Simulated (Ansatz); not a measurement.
Relaxation of GaMe2(OMe) (C₃H₉GaO) with RKS r2SCAN-D4/def2-SVP.

```sh
$ ansatz run in.yaml --threads 4 --pin off --events-out ev --progress --plain --max-ram 4787MiB
```

```yaml
crystal:
  periodic: [false, false, false]
  atoms:
    - {symbol: C, position_ang: [2.263520, 0.172950, -0.523670]}
    - {symbol: C, position_ang: [-0.977900, 2.068700, -0.488070]}
    - {symbol: C, position_ang: [-1.185160, -2.068020, 0.928170]}
    - {symbol: Ga, position_ang: [0.258020, 0.458760, -0.219130]}
    - {symbol: O, position_ang: [-0.561470, -0.923240, 0.402690]}
    - {symbol: H, position_ang: [2.686270, 0.968060, -1.136580]}
    - {symbol: H, position_ang: [2.421670, -0.788570, -1.015360]}
    - {symbol: H, position_ang: [2.782590, 0.155330, 0.435970]}
    - {symbol: H, position_ang: [-1.093560, 2.608170, 0.453190]}
    - {symbol: H, position_ang: [-1.960750, 1.721510, -0.808890]}
    - {symbol: H, position_ang: [-0.571330, 2.753750, -1.231640]}
    - {symbol: H, position_ang: [-0.483570, -2.636470, 1.544900]}
    - {symbol: H, position_ang: [-1.535140, -2.708570, 0.114730]}
    - {symbol: H, position_ang: [-2.043190, -1.782360, 1.543680]}
basis:
  gaussian: {orbitals: def2-SVP}
hamiltonian: {xc: r2scan, dispersion: d4}
scf: {lower_state_search: "off"}
output: {orbitals: {seedname: orbitals}}
relax: {f_tol: 0.02, max_steps: 100}
```

Run time 54 s (4 threads of Arm Neoverse V2 on a shared host).

Positions (Å) and forces (eV/Å) at steps 1, 2, 3, 4, 5, 6, 7, 8, 9, 10, 12, 13, 16, 19, 21, 22, 23, 25, 26 of 26:

```xyz
14
step=1 energy=-57669.2402 eV
C     2.264    0.173   -0.524   -1.301    0.273    0.104
C    -0.978    2.069   -0.488    0.894   -0.991    0.063
C    -1.185   -2.068    0.928    0.645    1.151   -0.473
Ga    0.258    0.459   -0.219    0.855    1.434   -0.571
O    -0.561   -0.923    0.403   -0.897   -1.471    0.628
H     2.686    0.968   -1.137    0.163    0.261   -0.205
H     2.422   -0.789   -1.015   -0.003   -0.279   -0.136
H     2.783    0.155    0.436    0.118    0.001    0.334
H    -1.094    2.608    0.453   -0.005    0.141    0.336
H    -1.961    1.722   -0.809   -0.272   -0.154   -0.089
H    -0.571    2.754   -1.232    0.117    0.245   -0.242
H    -0.484   -2.636    1.545    0.191   -0.304    0.247
H    -1.535   -2.709    0.115   -0.164   -0.300   -0.232
H    -2.043   -1.782    1.544   -0.342   -0.007    0.236
14
step=2 energy=-57669.3733 eV
C     2.204    0.218   -0.529   -0.558    0.023    0.082
C    -0.910    2.046   -0.500    0.287   -0.488    0.063
C    -1.185   -2.075    0.932    0.380    0.655   -0.272
Ga    0.257    0.463   -0.216    0.479    0.772   -0.367
O    -0.573   -0.937    0.410   -0.520   -0.792    0.342
H     2.642    1.015   -1.143    0.023    0.059   -0.035
H     2.356   -0.753   -1.020    0.095   -0.073   -0.020
H     2.713    0.197    0.445    0.107   -0.029    0.059
H    -1.019    2.577    0.456   -0.060    0.083    0.068
H    -1.898    1.691   -0.817   -0.119    0.058   -0.009
H    -0.508    2.744   -1.246    0.038    0.042   -0.042
H    -0.483   -2.657    1.552    0.047   -0.136    0.099
H    -1.542   -2.727    0.119   -0.073   -0.137   -0.064
H    -2.053   -1.803    1.557   -0.128   -0.037    0.096
14
step=3 energy=-57669.4024 eV
C     2.175    0.223   -0.526    0.033   -0.040   -0.005
C    -0.892    2.029   -0.501   -0.063    0.000   -0.012
C    -1.179   -2.069    0.931    0.134    0.172   -0.087
Ga    0.259    0.473   -0.231    0.053    0.031    0.002
O    -0.582   -0.939    0.406   -0.183   -0.166    0.068
H     2.609    1.032   -1.133    0.032   -0.017    0.007
H     2.357   -0.744   -1.023    0.012    0.040    0.013
H     2.696    0.197    0.446    0.005    0.004   -0.030
H    -1.006    2.568    0.454   -0.004    0.010   -0.027
H    -1.896    1.708   -0.825    0.044    0.033    0.011
H    -0.473    2.726   -1.242   -0.028    0.022    0.012
H    -0.474   -2.659    1.550   -0.019   -0.030    0.014
H    -1.546   -2.734    0.126   -0.014   -0.029    0.025
H    -2.049   -1.811    1.568   -0.006   -0.030    0.011
14
step=4 energy=-57669.4371 eV
C     2.161    0.168   -0.497   -0.129    0.103    0.033
C    -0.911    2.084   -0.518    0.167    0.005   -0.005
C    -1.131   -2.052    0.910   -0.161   -0.761    0.487
Ga    0.229    0.510   -0.233    0.081   -0.286    0.037
O    -0.759   -0.860    0.358   -0.041    0.673   -0.281
H     2.667    0.944   -1.092   -0.105    0.030    0.007
H     2.314   -0.801   -0.994   -0.047   -0.076   -0.013
H     2.672    0.116    0.478   -0.030   -0.018    0.055
H    -1.039    2.628    0.432   -0.002   -0.028    0.047
H    -1.908    1.772   -0.857   -0.070   -0.073   -0.003
H    -0.494    2.795   -1.247    0.046   -0.028   -0.019
H    -0.325   -2.581    1.474    0.014    0.188   -0.127
H    -1.497   -2.784    0.155    0.093    0.157   -0.082
H    -1.977   -1.936    1.631    0.184    0.114   -0.136
14
step=5 energy=-57669.4931 eV
C     2.133    0.113   -0.464   -0.129    0.213    0.011
C    -0.917    2.113   -0.529    0.291    0.048   -0.017
C    -1.085   -2.027    0.887   -0.265   -0.582    0.629
Ga    0.206    0.530   -0.233   -0.113   -0.444    0.057
O    -0.925   -0.776    0.312    0.069    0.154    0.006
H     2.679    0.877   -1.047   -0.189   -0.052    0.071
H     2.256   -0.855   -0.969   -0.043   -0.097   -0.026
H     2.630    0.035    0.516   -0.030   -0.024    0.064
H    -1.045    2.656    0.421   -0.006   -0.016    0.070
H    -1.911    1.790   -0.860   -0.122   -0.088   -0.026
H    -0.507    2.827   -1.259    0.039   -0.036   -0.021
H    -0.178   -2.470    1.398   -0.329    0.449   -0.343
H    -1.430   -2.801    0.157    0.202    0.327   -0.010
H    -1.907   -2.012    1.671    0.625    0.148   -0.465
14
step=6 energy=-57669.5355 eV
C     2.079    0.062   -0.424   -0.136    0.205   -0.018
C    -0.910    2.144   -0.545    0.265   -0.026   -0.012
C    -1.045   -2.018    0.870    0.212   -0.152    0.663
Ga    0.162    0.530   -0.232   -0.209   -0.401    0.097
O    -1.032   -0.735    0.299    0.131   -0.246    0.209
H     2.631    0.829   -0.999   -0.139   -0.114    0.092
H     2.185   -0.905   -0.938   -0.019   -0.047   -0.021
H     2.564   -0.033    0.560   -0.035   -0.004    0.030
H    -1.032    2.689    0.404   -0.004    0.000    0.056
H    -1.907    1.826   -0.874   -0.123   -0.035   -0.035
H    -0.486    2.845   -1.279    0.030   -0.038   -0.013
H    -0.041   -2.363    1.305   -0.881    0.409   -0.415
H    -1.358   -2.799    0.133    0.131    0.307    0.138
H    -1.811   -2.072    1.721    0.777    0.142   -0.771
14
step=7 energy=-57669.6313 eV
C     1.958    0.064   -0.382   -0.030   -0.268    0.091
C    -0.844    2.138   -0.576   -0.132    0.036    0.053
C    -0.995   -2.035    0.864   -0.189   -0.162    0.189
Ga    0.038    0.439   -0.179    0.191    0.498   -0.252
O    -1.180   -0.734    0.389    0.103   -0.164    0.076
H     2.456    0.878   -0.931   -0.078   -0.010    0.011
H     2.128   -0.882   -0.922    0.011    0.015   -0.024
H     2.454   -0.039    0.596    0.000    0.019    0.045
H    -0.878    2.753    0.341    0.023   -0.003   -0.033
H    -1.888    1.950   -0.872    0.012    0.023   -0.019
H    -0.344    2.732   -1.357    0.014   -0.052    0.025
H     0.040   -2.284    1.186   -0.024    0.155   -0.085
H    -1.288   -2.783    0.103    0.010   -0.027   -0.036
H    -1.655   -2.195    1.740    0.088   -0.060   -0.040
14
step=8 energy=-57669.6583 eV
C     1.924    0.001   -0.336   -0.056    0.142   -0.070
C    -0.881    2.194   -0.599   -0.002   -0.046    0.002
C    -0.951   -2.043    0.856    0.451    0.280   -0.171
Ga    0.020    0.504   -0.201    0.090   -0.213    0.139
O    -1.135   -0.723    0.427   -0.227    0.049   -0.011
H     2.464    0.807   -0.859    0.053   -0.070    0.020
H     2.072   -0.936   -0.896   -0.052    0.012    0.018
H     2.389   -0.127    0.656   -0.069    0.000    0.000
H    -0.900    2.829    0.303    0.017   -0.024   -0.005
H    -1.924    2.003   -0.891   -0.010   -0.003   -0.001
H    -0.378    2.761   -1.397    0.005   -0.001   -0.003
H     0.116   -2.272    1.071   -0.084   -0.093    0.018
H    -1.294   -2.765    0.091   -0.046   -0.037   -0.017
H    -1.524   -2.234    1.778   -0.069    0.005    0.081
14
step=9 energy=-57669.6750 eV
C     1.891   -0.024   -0.317   -0.017    0.119   -0.024
C    -0.897    2.206   -0.605    0.064    0.003    0.006
C    -0.899   -2.019    0.834    0.022    0.177    0.007
Ga   -0.001    0.518   -0.195    0.029   -0.076    0.000
O    -1.169   -0.700    0.428    0.045   -0.255    0.077
H     2.495    0.745   -0.831   -0.069   -0.086    0.070
H     2.002   -0.974   -0.864   -0.023    0.012    0.035
H     2.310   -0.168    0.694   -0.008   -0.014   -0.049
H    -0.885    2.852    0.289   -0.008   -0.005   -0.022
H    -1.948    2.038   -0.885    0.026   -0.032    0.019
H    -0.386    2.749   -1.415   -0.023    0.025   -0.002
H     0.181   -2.224    1.016   -0.126    0.054   -0.036
H    -1.250   -2.750    0.080    0.018    0.017   -0.032
H    -1.442   -2.249    1.773    0.069    0.062   -0.049
14
step=10 energy=-57669.6820 eV
C     1.868   -0.030   -0.288    0.036   -0.018    0.006
C    -0.892    2.214   -0.611    0.000   -0.008   -0.001
C    -0.883   -2.016    0.814    0.003    0.068   -0.018
Ga   -0.015    0.518   -0.194   -0.075   -0.044    0.032
O    -1.191   -0.712    0.403    0.067   -0.006   -0.014
H     2.488    0.730   -0.788   -0.021   -0.002    0.006
H     1.976   -0.981   -0.835   -0.009    0.008    0.011
H     2.275   -0.187    0.725   -0.011   -0.007   -0.008
H    -0.839    2.884    0.263    0.000   -0.011   -0.006
H    -1.954    2.047   -0.843    0.011   -0.004    0.007
H    -0.412    2.733   -1.455   -0.008   -0.008    0.004
H     0.205   -2.202    0.927    0.012   -0.003   -0.005
H    -1.269   -2.764    0.093   -0.008    0.014   -0.005
H    -1.356   -2.234    1.791    0.004    0.020   -0.009
14
step=12 energy=-57669.6843 eV
C     1.866   -0.036   -0.247    0.008    0.007    0.011
C    -0.900    2.211   -0.624   -0.029    0.046   -0.010
C    -0.870   -2.003    0.789    0.024   -0.130    0.051
Ga   -0.014    0.527   -0.192    0.024   -0.002    0.007
O    -1.190   -0.705    0.384   -0.014    0.041   -0.022
H     2.513    0.739   -0.686   -0.010   -0.021    0.010
H     1.975   -0.959   -0.840    0.010    0.013    0.004
H     2.232   -0.256    0.770   -0.009    0.006   -0.031
H    -0.791    2.917    0.217   -0.004   -0.022   -0.038
H    -1.976    2.033   -0.781    0.040    0.016    0.004
H    -0.476    2.693   -1.520   -0.020   -0.024    0.041
H     0.223   -2.216    0.786   -0.107    0.005    0.005
H    -1.352   -2.753    0.126    0.045    0.057    0.070
H    -1.239   -2.193    1.819    0.040    0.006   -0.101
14
step=13 energy=-57669.6851 eV
C     1.867   -0.034   -0.251    0.002    0.004    0.011
C    -0.900    2.211   -0.623   -0.012    0.016    0.004
C    -0.873   -2.006    0.791    0.009   -0.053    0.027
Ga   -0.013    0.527   -0.190    0.000   -0.006   -0.006
O    -1.190   -0.708    0.382   -0.003    0.023   -0.013
H     2.510    0.743   -0.689    0.004   -0.001    0.000
H     1.979   -0.955   -0.844    0.001    0.003   -0.003
H     2.237   -0.254    0.765   -0.001    0.001   -0.005
H    -0.791    2.918    0.217    0.001   -0.004   -0.013
H    -1.975    2.036   -0.781    0.013    0.003    0.001
H    -0.474    2.691   -1.517   -0.004   -0.009    0.010
H     0.218   -2.219    0.798   -0.029    0.002   -0.002
H    -1.348   -2.756    0.127    0.010    0.018    0.020
H    -1.249   -2.194    1.816    0.012    0.003   -0.031
14
step=16 energy=-57669.6858 eV
C     1.873   -0.026   -0.239    0.014    0.000   -0.003
C    -0.901    2.207   -0.626    0.004    0.004    0.006
C    -0.878   -2.011    0.785   -0.015    0.023   -0.013
Ga   -0.011    0.525   -0.189   -0.011    0.003   -0.014
O    -1.191   -0.714    0.364    0.015   -0.025    0.011
H     2.519    0.768   -0.644   -0.009   -0.011    0.009
H     1.999   -0.927   -0.861   -0.006    0.013    0.010
H     2.229   -0.276    0.775    0.000    0.000   -0.008
H    -0.751    2.935    0.189   -0.003   -0.006   -0.015
H    -1.982    2.038   -0.739    0.011    0.006    0.001
H    -0.505    2.660   -1.549   -0.006   -0.006    0.011
H     0.208   -2.239    0.761    0.014    0.000   -0.003
H    -1.384   -2.762    0.149   -0.004   -0.002   -0.008
H    -1.224   -2.179    1.823   -0.003   -0.001    0.017
14
step=19 energy=-57669.6863 eV
C     1.872   -0.020   -0.224    0.000    0.000    0.001
C    -0.901    2.207   -0.631    0.000    0.000    0.000
C    -0.877   -2.016    0.779   -0.002   -0.002    0.000
Ga   -0.014    0.526   -0.186    0.000    0.002   -0.001
O    -1.191   -0.717    0.364    0.001    0.000    0.000
H     2.522    0.786   -0.596    0.000    0.000    0.001
H     2.007   -0.901   -0.872    0.000    0.000    0.000
H     2.214   -0.302    0.785    0.000   -0.001    0.000
H    -0.705    2.959    0.150    0.001    0.001   -0.001
H    -1.988    2.051   -0.692   -0.001    0.001    0.001
H    -0.541    2.622   -1.585   -0.001   -0.001    0.000
H     0.206   -2.252    0.725    0.001    0.001    0.000
H    -1.407   -2.763    0.156    0.000    0.000    0.000
H    -1.197   -2.181    1.826    0.000    0.000    0.000
14
step=21 energy=-57669.6862 eV rejected
C     1.870   -0.013   -0.205    0.007   -0.003    0.008
C    -0.902    2.206   -0.635   -0.019    0.093   -0.005
C    -0.877   -2.022    0.769    0.011   -0.015    0.006
Ga   -0.017    0.528   -0.176    0.008   -0.011   -0.011
O    -1.193   -0.722    0.362   -0.012    0.019    0.000
H     2.526    0.808   -0.533   -0.005   -0.008    0.003
H     2.015   -0.866   -0.888    0.000    0.009    0.006
H     2.196   -0.338    0.797    0.000    0.004   -0.012
H    -0.622    3.000    0.082   -0.032   -0.074   -0.074
H    -1.996    2.077   -0.604    0.079    0.014   -0.005
H    -0.608    2.555   -1.641   -0.033   -0.027    0.088
H     0.206   -2.259    0.705    0.003    0.001   -0.001
H    -1.412   -2.766    0.149   -0.004   -0.004   -0.005
H    -1.186   -2.191    1.819   -0.004    0.003    0.003
14
step=22 energy=-57669.6866 eV
C     1.871   -0.015   -0.212    0.000   -0.002   -0.002
C    -0.902    2.206   -0.634   -0.005    0.021   -0.006
C    -0.877   -2.019    0.773    0.004   -0.010    0.003
Ga   -0.016    0.526   -0.183    0.005    0.000    0.007
O    -1.192   -0.719    0.363   -0.006    0.007   -0.002
H     2.525    0.801   -0.554   -0.001   -0.002    0.001
H     2.014   -0.878   -0.883    0.002    0.002    0.001
H     2.201   -0.326    0.793   -0.002    0.001   -0.002
H    -0.650    2.986    0.105   -0.004   -0.015   -0.015
H    -1.993    2.068   -0.633    0.016    0.002    0.000
H    -0.587    2.579   -1.622   -0.008   -0.006    0.017
H     0.206   -2.256    0.713    0.000    0.001    0.000
H    -1.410   -2.764    0.151    0.000   -0.001   -0.001
H    -1.191   -2.187    1.821   -0.001    0.002   -0.001
14
step=23 energy=-57669.6865 eV rejected
C     1.871   -0.013   -0.206    0.005    0.000    0.009
C    -0.902    2.206   -0.634   -0.011    0.053    0.002
C    -0.877   -2.021    0.769    0.005   -0.010    0.005
Ga   -0.016    0.529   -0.175    0.002   -0.010   -0.022
O    -1.193   -0.720    0.362   -0.005    0.009    0.003
H     2.526    0.807   -0.534   -0.003   -0.005    0.003
H     2.016   -0.866   -0.889   -0.003    0.006    0.004
H     2.197   -0.339    0.796    0.003    0.002   -0.007
H    -0.618    3.002    0.077   -0.019   -0.037   -0.041
H    -1.995    2.077   -0.595    0.044    0.007   -0.002
H    -0.616    2.551   -1.642   -0.016   -0.018    0.050
H     0.207   -2.255    0.715   -0.002    0.001   -0.001
H    -1.404   -2.765    0.142    0.000    0.002    0.000
H    -1.197   -2.192    1.815   -0.001    0.001   -0.002
14
step=25 energy=-57669.6867 eV
C     1.872   -0.013   -0.203    0.003   -0.001   -0.003
C    -0.902    2.206   -0.634   -0.007    0.029   -0.006
C    -0.878   -2.021    0.767   -0.002    0.004   -0.002
Ga   -0.015    0.528   -0.178    0.000    0.002    0.006
O    -1.193   -0.719    0.364    0.002   -0.004    0.000
H     2.528    0.810   -0.526   -0.001   -0.002    0.000
H     2.021   -0.863   -0.889    0.001    0.002    0.002
H     2.196   -0.341    0.798   -0.002    0.001   -0.002
H    -0.599    3.008    0.060   -0.013   -0.029   -0.028
H    -1.994    2.082   -0.571    0.032    0.008   -0.004
H    -0.637    2.537   -1.652   -0.013   -0.009    0.037
H     0.206   -2.254    0.718    0.000    0.000    0.001
H    -1.401   -2.763    0.134    0.001    0.000    0.001
H    -1.204   -2.197    1.811    0.000    0.001   -0.001
14
step=26 energy=-57669.6867 eV
C     1.873   -0.013   -0.203    0.003    0.001    0.003
C    -0.902    2.206   -0.633   -0.003    0.013    0.005
C    -0.878   -2.021    0.767   -0.002    0.003   -0.002
Ga   -0.015    0.528   -0.176   -0.003   -0.003   -0.013
O    -1.193   -0.720    0.360    0.003   -0.002    0.004
H     2.528    0.809   -0.530   -0.002   -0.002    0.002
H     2.020   -0.865   -0.886   -0.003    0.002    0.002
H     2.197   -0.338    0.799    0.002    0.000   -0.002
H    -0.600    3.008    0.061   -0.005   -0.009   -0.012
H    -1.993    2.082   -0.571    0.013    0.002   -0.002
H    -0.637    2.538   -1.650   -0.004   -0.006    0.013
H     0.206   -2.253    0.720   -0.001   -0.001    0.000
H    -1.400   -2.765    0.134    0.001    0.002    0.001
H    -1.206   -2.195    1.810    0.000   -0.001   -0.001
```
